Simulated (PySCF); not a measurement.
## How methods differ on the excitation energy of Te

Te [Kr] 4d10 5s2 5p4 (3P) → Te [Kr] 4d10 5s1 5p4 5d1 (high-spin determinant), as a difference of total energies. All numbers are calculated (PySCF 2.14, a scalar-relativistic core potential, in aug-cc-pVTZ-PP with one added diffuse shell each of d, f type with ECP28MDF (6s5p5d3f, 67 functions)). Correlated levels: valence: 4s2 4p6 4d10 frozen. The calculations carry no spin-orbit coupling.

| method | excitation energy (cm⁻¹) |
| --- | --- |
| UHF | 120310 |
| MP2 (valence) | 123030 |
| SCS-MP2 (valence) | 124080 |
| CCSD (valence) | 120250 |
| CCSD(T) (valence) | 118820 |

The upper state lies above the first ionisation limit, where it may autoionise and the basis confines it.

The promoted electron is Rydberg-like, and one or two diffuse shells describe it only roughly, which tends to raise the upper state.

The coupled-cluster amplitudes are large for the upper state (T1 above 0.03 or a double amplitude above 0.15), so a single reference is strained.

The determinant of the upper state mixes LS terms, which raises its energy above the lowest term, most at the Hartree-Fock and MP2 levels.
